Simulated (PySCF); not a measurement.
Species: 4-bromophenyl methyl sulfone, C7H7BrO2S.
SMILES with atom numbers: `[CH3:1][S:2](=[O:3])(=[O:4])[c:5]1[cH:6][cH:7][c:8]([Br:9])[cH:10][cH:11]1` (hydrogens: H12, H13, H14 on C1; H15 on C6; H16 on C7; H17 on C10; H18 on C11)

Computed, not measured: PBE0-D3(BJ)/def2-SVP geometry optimisation, gas phase (PySCF 2.14.0).

Question: List the bond lengths, angles and torsions at this level.

Answer: 
```tsv
bond	length (Å)
C1–S2	1.785
S2=O3, S2=O4	1.460
S2–C5	1.784
C5–C6, C5–C11	1.393
C6–C7, C10–C11	1.391
C7–C8, C8–C10	1.396
C8–Br9	1.882
C1–H12, C1–H13, C1–H14	1.098
C6–H15, C11–H18	1.092
C7–H16, C10–H17	1.091
```

Bonds in one row agree within 0.01 Å and their mean is given. A selection of angles:
```tsv
angle	degrees
S2–C1–H12	109.3
S2–C1–H13	105.0
H12–C1–H13	110.6
C1–S2–O3	107.3
C1–S2–C5	103.9
O3–S2–O4	121.6
O3–S2–C5	107.7
S2–C5–C6	119.3
C6–C5–C11	121.5
C5–C6–C7	119.4
C5–C6–H15	119.5
C7–C6–H15	121.1
C6–C7–C8	119.2
C6–C7–H16	120.7
C8–C7–H16	120.1
C7–C8–Br9	119.4
C7–C8–C10	121.3
```

Dihedral angles: C1–S2–C5–C6 -91° (anticlinal).

The 6-membered ring C5–C6–C7–C8–C10–C11 has internal angles of 119.2° to 121.5°; it is planar, 0.00 Å rms from its mean plane, widest ring torsion 1°. Of the pairs four or more bonds apart, O3···H15 is among the closest relative to their van der Waals radii: 2.55 Å, 94 % of the sum of Bondi's values. S2 (sulfonyl sulfur) is distorted tetrahedral (angles from 103.9° to 121.6°).

Point group: Cs (tolerance 0.08 Å). No PBE0-D3(BJ)/def2-SVP frequencies stand behind this structure, so it isn't proved a minimum. One conformer, not necessarily the lowest.

The run took 3.0 min of wall time on one thread, Arm Neoverse V1 (aarch64) (shared host), and the process peaked at 1.1 GiB of memory. That covers the optimisation of the geometry.
